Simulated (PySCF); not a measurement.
## Potential energy of IBr⁺ along the bond

Set-up: PySCF, scalar-relativistic core potentials, basis sets I def2-SVP with ECP28, Br def2-SVP. Energies in eV from I⁺ + Br in their ground configurations at the same level. State: ²Π (doublet), unpaired electrons π ↑.

| R (Å) | PBE | r²SCAN |
| --- | --- | --- |
| 2.073 | -1.313 | -1.079 |
| 2.169 | -2.267 | -2.005 |
| 2.265 | -2.797 | -2.505 |
| 2.338 | -2.999 | -2.686 |
| 2.410 | -3.081 | -2.747 |
| 2.482 | -3.075 | -2.721 |
| 2.579 | -2.972 | -2.591 |
| 2.699 | -2.749 | -2.336 |
| 2.844 | -2.413 | -1.964 |
| 3.037 | -1.940 | -1.449 |

Task: Put a parabola through the three lowest points of the PBE curve and estimate Re, k and ωe (reduced mass 48.66 u; 1 eV/Å² = 0.16022 mdyn/Å; ωe = 1302.8·√(k/μ) cm⁻¹).

Result: Through R = 2.338, 2.41, 2.482 Å the second-order coefficient is 8.49 eV/Å², so Re ≈ 2.441 Å, k ≈ 2.72 mdyn/Å and ωe ≈ 308 cm⁻¹. A polynomial fit of higher order to the unrounded PBE energies gives Re = 2.440 Å, k = 2.34 mdyn/Å, ωe = 286 cm⁻¹; anharmonicity and rounding make the difference.

The higher-order fit for each curve: PBE: Re = 2.440 Å, ωe = 286 cm⁻¹, De = 3.09 eV; r²SCAN: Re = 2.421 Å, ωe = 297 cm⁻¹, De = 2.75 eV.

Spin–orbit coupling is left out, which matters for elements this heavy, above all for dissociation energies. For an ion De counts to the pair picked by the measured ionisation energies or electron affinities, which need not be the lowest pair at this level. Counting both spins, an empty level lies below a filled one in some of these solutions, because spin and occupation are held. The state was picked by a PBE0 search and need not be the measured ground state.
